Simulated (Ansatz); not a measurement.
`C#CN[AsH][SiH3]` + H₂ → `[SiH3][AsH2]` + `C#CN` at 700 K and 1 bar (hydrogenolysis of the As–N bond).

Computed with Ansatz on PBE0-D4/def2-TZVP structures; ΔE is electronic, products minus reactants. CCSD(T)/CBS adds triple-zeta CCSD(T) − MP2 to the extrapolated MP2 energy (def2 sets, frozen cores). This one scheme is used for every species. For As outer-core shells are correlated without core-valence functions, which leaves a few kJ/mol of doubt a bond. Scalar relativity is left out up to krypton. One conformer a species, not always the lowest.

```
          species  CCSD(T)/CBS energy (Eh)  H − E (kJ/mol)  S (J/(mol·K))
`C#CN[AsH][SiH3]`              -2658.41225           267.5          517.2
               H₂                 -1.17544            46.8          155.3
   `[SiH3][AsH2]`              -2527.08228           159.2          372.9
           `C#CN`               -132.52893           160.3          317.0
```

H − E and S are ideal-gas, rigid-rotor, harmonic terms from PBE0-D4/def2-TZVP, for one conformer and one mirror image of each species. The MP2-based limit puts H₂ 0.8 mEh under its directly extrapolated value; such offsets cancel only in part. 1 Eh = 2625.50 kJ/mol, R = 8.31446 J/(mol·K).

Question: By hand: ΔE, ΔH, ΔS and ΔG.

Answer: ΔE = (-2527.08228) + (-132.52893) − (-2658.41225) − (-1.17544) = -0.02352 Eh = -61.8 kJ/mol. Δ(H − E) = 159.2 + 160.3 − 267.5 − 46.8 = 5.2, so ΔH = -56.6 kJ/mol. ΔS = 372.9 + 317.0 − 517.2 − 155.3 = 17.4 J/(mol·K). ΔG = -56.6 − 700 × (17.4)/1000 = -68.8 kJ/mol.

Question: By hand: the equilibrium constant, and the temperature at which ΔG would vanish if ΔH and ΔS stayed fixed.

Answer: log₁₀ K = −ΔG/(RT ln 10) = 5.1. ΔH and −TΔS have one sign here, so there is no such temperature.

ΔH outweighs TΔS. A doubt of 5 kJ/mol in ΔE shifts log₁₀ K by 0.4 here. Other conformers and mirror images would add mixing entropy, several J/(mol·K) or more a flexible species. Modes under 60 cm⁻¹, often nearly free rotors, make the harmonic entropy too high. These are equilibria of isolated gas molecules and say nothing of rates. Largest T1 diagnostic: 0.013 (customary marks: 0.02 for closed shells, 0.045 for open ones).
